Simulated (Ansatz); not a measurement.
Ideal-gas functions of F3HSTi, SMILES `[F][Ti]([F])([F])[SH]` at 800 K and 1 bar, from an Ansatz frequency run at PBE0-D4/def2-TZVP.

Molar mass 137.94 g/mol, point group Cs (symmetry number 1), electronic degeneracy 1, moments of inertia 157.629, 249.494, 256.214 u Å². Harmonic wavenumbers (cm⁻¹, unscaled): 81, 143, 171, 197, 207, 212, 441, 546, 737, 795, 815, 2680.

Use S(trans) = R[1.5 ln M + 2.5 ln T − 1.1517]; rotational temperatures θ = 24.2544 K / I; S(rot) = R[ln(√π/σ · √(T³/θAθBθC)) + 1.5]; for each mode x = 1.438777 ν̃/T, S = R[x/(eˣ − 1) − ln(1 − e⁻ˣ)] and H = RT x/(eˣ − 1); 1 cm⁻¹ = 0.0119627 kJ/mol; R = 8.31446 J/(mol·K).

By hand: the entropy, in J/(mol·K).

Translation 190.8. Rotation: θ = 0.1539, 0.0972, 0.0947 K, giving 127.9. Vibration, mode by mode: 24.34, 19.63, 18.15, 16.99, 16.58, 16.38, 10.46, 8.79, 6.55, 6.02, 5.84, 0.39, in all 150.1. Electronic 0.0. Sum 468.8 J/(mol·K).

By hand: H − E and G − E in kJ/mol, counted from the electronic energy.

Zero-point energy ½ × 7025 × 0.0119627 = 42.0; thermal vibration 51.8; translation, rotation and pV give 4 RT = 26.6. H − E = 120.4 kJ/mol, and G − E = 120.4 − 800 × 468.8/1000 = -254.6 kJ/mol.

Vibration gives 32 % of the entropy, 44.0 J/(mol·K) of it from the modes under 150 cm⁻¹: soft modes count most, and the harmonic formula is weakest for them. The sum counts one conformer and one mirror image; others add a mixing term.
